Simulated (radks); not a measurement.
Species: S. Configuration: [Ne] 3s1.75 3p4 4p0.25 (fractional occupations, a model configuration). All-electron calculation, scalar-relativistic Kohn-Sham, BLYP, spin-polarised, spherical densities, finite nucleus; open shells are filled with parallel spins first; Fermi nuclear charge, rms radius 3.2611 fm. Program: a radial shooting solver on a logarithmic mesh with Libxc functionals.

Unscreened Slater integrals over Kohn-Sham orbitals (eV). They are taken over the spin-up orbitals.

\begin{tabular}{lr}
integral & value \\ \hline
F0(4p,4p) & 2.0690 \\
F2(4p,4p) & 1.0640 \\
F0(4p,3p) & 2.7510 \\
F2(4p,3p) & 0.24862 \\
G0(4p,3p) & 0.052120 \\
G2(4p,3p) & 0.056776 \\
F0(4p,3s) & 2.7639 \\
G1(4p,3s) & 0.071392 \\
F0(4p,2p) & 2.8185 \\
F2(4p,2p) & 0.048149 \\
G0(4p,2p) & 0.016460 \\
G2(4p,2p) & 0.016553 \\
F0(3p,3p) & 12.442 \\
F2(3p,3p) & 6.1873 \\
F0(3p,3s) & 13.460 \\
G1(3p,3s) & 8.7749 \\
F0(3p,2p) & 17.151 \\
F2(3p,2p) & 2.7041 \\
G0(3p,2p) & 1.0725 \\
G2(3p,2p) & 1.0603 \\
F0(3s,3s) & 14.751 \\
F0(3s,2p) & 19.703 \\
G1(3s,2p) & 1.4161 \\
F0(2p,2p) & 56.452 \\
F2(2p,2p) & 26.087 \\
\end{tabular}

Derived for the open shells (J is the average intra-shell exchange parameter used in DFT+U). 3p: J = F2/5 = 1.237 eV; in LS coupling 1D lies 6 F2/25 = 1.485 eV above 3P. 4p: J = F2/5 = 0.2128 eV.
